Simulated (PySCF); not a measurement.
A search over the determinants of RbSb

Unrestricted PBE0; Rb def2-SVPD with ECP28, Sb def2-SVPD with ECP28; scalar-relativistic core potentials (PySCF 2.14). Outer shells of the fragments: Rb 5s1; Sb 4d10 5s2 5p3.

Followed along the bond (rough minima from three points):

```csv
2Ms+1,unpaired,⟨S²⟩ at the start,R at minimum (Å),Te (eV)
3,π ↑↑,2.03,3.50,0.00
1,π ↑↓,1.01,3.49,0.32
3,"σ ↑, π ↑",2.00,3.31,0.49
1,"σ ↓, π ↑",1.01,3.32,0.78
1,none,0.00,3.48,1.21
```

Solutions found at the starting distance of 3.425 Å, counted from the lowest of them; the search is not exhaustive and high or unbound solutions are not listed, so other states can lie among these:

| 2Ms+1 | unpaired | term | E (eV) | ⟨S²⟩ | ⟨Lz²⟩ | μ (D) |
| --- | --- | --- | --- | --- | --- | --- |
| 3 | π ↑↑ | ³Σ⁻ | 0.00 | 2.03 | 0.00 | -9.30 |
| 1 | π ↑↓ | mixed | 0.31 | 1.01 | 2.01 | -9.61 |
| 3 | σ ↑, π ↑ | ³Π | 0.50 | 2.00 | 1.01 | -11.40 |
| 1 | σ ↓, π ↑ | mixed | 0.78 | 1.01 | 1.01 | -11.25 |
| 1 | none | mixed | 1.21 | 0.00 | 2.00 | -9.67 |
| 5 | σ ↑↑, π ↑↑ | ⁵Σ⁻ | 1.46 | 6.00 | 0.00 | 2.80 |
| 3 | σ ↑↑, π ↑↓ | mixed | 2.13 | 3.01 | 2.01 | 2.93 |
| 1 | σ ↓↓, π ↑↑ | mixed | 2.14 | 2.01 | 0.00 | 3.11 |
| 5 | σ ↑, π ↑↑↑ | ⁵Π | 2.64 | 6.00 | 1.00 | 2.78 |
| 3 | σ ↑, π ↑ | ³Π | 2.91 | 2.00 | 1.01 | 2.76 |
| 1 | σ ↓, π ↑ | mixed | 2.93 | 1.00 | 1.01 | 3.03 |
| 3 | σ ↑↑ | mixed | 3.11 | 2.00 | 2.01 | 2.86 |
| 3 | σ ↑, π ↑↑↓ | mixed | 3.31 | 3.01 | 3.01 | 2.79 |
| 5 | σ ↑, π ↑↑, δ ↑ | ⁵Δ | 3.42 | 6.00 | 4.00 | 0.32 |

A term symbol is given only where ⟨S²⟩ and ⟨Lz²⟩ are close to those of a pure state; real π, δ and φ orbitals otherwise mix terms. A positive dipole means Rb(−)Sb(+).

Spin–orbit coupling is left out. Counting both spins, an empty level lies below a filled one in some of these solutions, because spin and occupation are held.
